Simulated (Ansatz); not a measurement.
Total energies of HgI₂ from Ansatz at LC-ωPBE/def2-TZVP, gas phase (1 Eh = 27.2114 eV = 2625.5 kJ/mol). The reference geometry is relaxed at PBE-D4/def2-TZVP.

Cartesian coordinates in Å:
```
Hg 0.0000 0.0000 0.0000
I 0.0566 -2.5695 -0.4081
I -0.0566 2.5694 0.4081
```

```tsv
state	geometry	energy (Eh)
charge 0 singlet	reference	-749.09105
charge 1 doublet	reference	-748.72758
free Hg atom (singlet)	–	-153.52592
free I atom (doublet)	–	-297.71967
```

In the def2 sets Hg, I take a core potential; there is no spin–orbit coupling. LC-ωPBE has ω = 0.4 bohr⁻¹.

**Question.** Work out the vertical ionisation energy to the doublet.

**Answer.** E(charge 1 doublet) − E(charge 0 singlet) = -748.72758 − (-749.09105) = 0.36347 Eh = 9.89 eV. For comparison, −ε of the highest occupied level is 10.25 eV at this level, 0.36 eV more.

**Question.** What is the binding energy per atom against free atoms?

**Answer.** Atoms: 1 × (-153.52592) + 2 × (-297.71967) = -748.96526 Eh. Binding: -748.96526 − (-749.09105) = 0.12579 Eh = 3.42 eV, or 1.14 eV for each of 3 atoms (no zero-point energy, no counterpoise term).
